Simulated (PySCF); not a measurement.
H$_{2}$S$_{2}$, singlet, at a GFN2-xTB geometry of the parent state; HF/def2-SV(P) run with PySCF.

Input for PySCF:
```python
from pyscf import gto, scf

mol = gto.Mole()
mol.atom = '''
    S    -0.80955851   -0.03765018    0.59460666
    S     0.80955851    0.03765018   -0.59460666
    H    -1.71863123   -0.08126760   -0.40514565
    H     1.71863123    0.08126760    0.40514566
'''
mol.basis = 'def2-sv(p)'
mol.verbose = 3
mol.build()

mf = scf.RHF(mol)
mf.kernel()
mf.analyze()
```

Q: What does PySCF print? Leave out banner, timings and long lists.

A: 
```
converged SCF energy = -795.940047673986
**** MO energy ****
MO #1   energy= -91.9427436351185  occ= 2
MO #2   energy= -91.9427027728223  occ= 2
MO #3   energy= -8.9812412471242   occ= 2
MO #4   energy= -8.98105517427964  occ= 2
MO #5   energy= -6.66907524229145  occ= 2
MO #6   energy= -6.66876434757192  occ= 2
MO #7   energy= -6.66743660304195  occ= 2
MO #8   energy= -6.66736716074732  occ= 2
MO #9   energy= -6.66400041934723  occ= 2
MO #10  energy= -6.66397168509246  occ= 2
MO #11  energy= -1.07195980762926  occ= 2
MO #12  energy= -0.87949433034113  occ= 2
MO #13  energy= -0.580553252189493 occ= 2
MO #14  energy= -0.569623236620934 occ= 2
MO #15  energy= -0.468058680592002 occ= 2
MO #16  energy= -0.449011193032862 occ= 2
MO #17  energy= -0.323552271107846 occ= 2
MO #18  energy= 0.143456040779673  occ= 0
MO #19  energy= 0.14930055370604   occ= 0
MO #20  energy= 0.172299316303268  occ= 0
MO #21  energy= 0.48726354820811   occ= 0
MO #22  energy= 0.51386575034166   occ= 0
MO #23  energy= 0.56607463696285   occ= 0
MO #24  energy= 0.630681082271249  occ= 0
MO #25  energy= 0.730881074233946  occ= 0
 ** Mulliken atomic charges  **
charge of    0S =     -0.07807
charge of    1S =     -0.07807
charge of    2H =      0.07807
charge of    3H =      0.07807
Dipole moment(X, Y, Z, Debye): -0.00000, -0.00000, -0.00000
```
